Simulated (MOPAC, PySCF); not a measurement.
C₂H₄Si, SMILES `C=C=[SiH2]`, neutral singlet in the gas phase. 

Cartesian coordinates (Å):
```xyz
7

C     -1.5057    -0.1371     0.1542
C     -0.2128    -0.0189     0.0218
Si     1.4556     0.1326    -0.1489
H     -1.9628    -0.5080     1.0702
H     -2.1966     0.1289    -0.6442
H      2.1502     1.3739     0.2174
H      2.2721    -0.9713    -0.6705
```
Charge 0, multiplicity 1.

All levels are single points at this geometry (B3LYP-D3(BJ)/def2-TZVP); Pople sets use spherical d functions. Orbital energies aren't observables, and empty levels follow the basis.

B3LYP/6-31G* in PySCF gives dipole (D) = 0.16.

Estimate the dipole (D) from each of these levels: B3LYP-D3(BJ)/def2-TZVP in PySCF; PBE-D3(BJ)/def2-TZVP in PySCF; B3LYP/3-21G in PySCF; B3LYP/6-311+G** in PySCF; PBE/6-31G* in PySCF; SVWN5/6-31G* in PySCF; AM1 in MOPAC; PM3 in MOPAC.


| level | dipole (D) |
|---|---|
| B3LYP-D3(BJ)/def2-TZVP in PySCF | 0.16 |
| PBE-D3(BJ)/def2-TZVP in PySCF | 0.01 |
| B3LYP/3-21G in PySCF | 0.33 |
| B3LYP/6-311+G** in PySCF | 0.16 |
| PBE/6-31G* in PySCF | 0.28 |
| SVWN5/6-31G* in PySCF | 0.27 |
| AM1 in MOPAC | 0.71 |
| PM3 in MOPAC | 0.29 |
